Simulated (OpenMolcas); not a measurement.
Ti3+: effect of the metal basis

Ti3+ with its 6 nearest fluoride ions at 2.049 Å, on the Y site of Cs2NaYF6 (a = 9.075 Å, distance in the model lattice 2.178 Å). The rest of the host is ab initio model potentials to 7.6 Å and point charges beyond; the distance is set by hand and nothing relaxes.

```yaml
Program: OpenMolcas 26.06
Method: CASSCF
Spin-orbit_coupling: state interaction with AMFI integrals over the reference wave functions
```

Fixed: ligand basis ANO-RCC-VDZP, active space 1 electron in 5 orbitals (3d), DKH2 Hamiltonian.

States (labels of O, the rotations of Oh). Energies in cm-1 above the lowest state or level, χT in cm3 K/mol; under a threefold ground state the first gap can be a small split of the lowest multiplet, not the spin-orbit step; 10Dq is the gap between the two states.

| Run | Metal basis | Ground state | First state of that spin | 10Dq | First gap with spin-orbit (degeneracies) | χT at 300 K | Cost |
| --- | --- | --- | --- | --- | --- | --- | --- |
| A | ANO-RCC-VDZP | 2T2 | 2E 14129 | 14129 | 217.2 (4, 2) | 0.448 | roughly 8 core-seconds |
| B | ANO-RCC-VTZP | 2T2 | 2E 13855 | 13855 | 216.6 (4, 2) | 0.449 | roughly 15 core-seconds |

Against A, |10Dq| changes by -1.9 % in B.

Costs are those of the RASSCF and RASSI steps.

An orbital triplet at a regular site is open to Jahn-Teller coupling, which can distort the site and quench the lowest spin-orbit gaps and is left out. Ligand-to-metal charge-transfer states are missing. With metal d orbitals alone and no dynamic correlation 10Dq can be off by a tenth to a fifth, either way, in oxide and fluoride hosts. No measured value stands beside these numbers; the geometry was set by hand and not optimised.
